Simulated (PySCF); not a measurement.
## Field gradients at the hydrogen positions

Species: C5H5F3Si.
Numbering: `[CH:1]#[C:2][SiH2:3]/[CH:4]=[CH:5]\[C:6]([F:7])([F:8])[F:9]` (hydrogens: H10 on C1; H11, H12 on Si3; H13 on C4; H14 on C5)

Structure used (GFN2-xTB), in Å, numbered top down from 1:
```xyz
14
C5H5F3Si angstrom
C      3.7533    0.1984    0.1835
C      2.5779    0.4515    0.1949
Si     0.7738    0.8616    0.2198
C     -0.0343   -0.6295   -0.6412
C     -1.3161   -0.9542   -0.5807
C     -2.3019   -0.1681    0.2211
F     -3.5693   -0.4722   -0.0935
F     -2.1829   -0.3835    1.5480
F     -2.1795    1.1632    0.0569
H      4.7811   -0.0279    0.1727
H      0.5228    2.0558   -0.5904
H      0.3222    0.9794    1.6056
H      0.6046   -1.2673   -1.2374
H     -1.7524   -1.8078   -1.0814
```

Level: PBE0/pcSseg-1 (PySCF, non-relativistic); Q(2H) = 0.00286 b; rigid geometry, the same for H and D, with no vibrational averaging.

Question: Rank these positions by the coupling χzz of a deuteron there, largest first.
A. H10 (alkyne hydrogen)
B. H14 (vinylic hydrogen)
C. H12 (Si–H hydrogen)

Answer: A (259 kHz), B (215 kHz), C (107 kHz).

Question: What are Vzz, η and χzz (234.96 MHz × Q × Vzz) at all hydrogens?

Answer: 
```csv
atom,bonded to,bond length (Å),Vzz (au),η,χzz (kHz)
H10,C1,1.053,0.3861,0.00,259
H11,Si3,1.465,0.1598,0.00,107
H12,Si3,1.462,0.1595,0.02,107
H13,C4,1.082,0.3250,0.02,218
H14,C5,1.081,0.3204,0.08,215
```

Question: Average by the element that carries the hydrogen.

Answer: on C: 231 kHz over 3 positions, mean bond length 1.072 Å; on Si: 107 kHz over 2 positions, mean bond length 1.464 Å.

Question: A static deuteron (I = 1) shows a doublet split by (3/2)χ, (3/4)χ(1 + η) and (3/4)χ(1 − η) with the field along z, y and x of the gradient. What are these for H11?

Answer: With |χ| = 107.4 kHz and η = 0.004: 161, 81 and 80 kHz, to first order and without motion.

One conformer (not necessarily the lowest) at the GFN2-xTB geometry, without solvent, vibrations or thermal averaging. GFN2-xTB bond lengths can be off by several hundredths of an ångström, more for odd bonds, and the gradients follow them. These gradients aren't converged with respect to the basis.
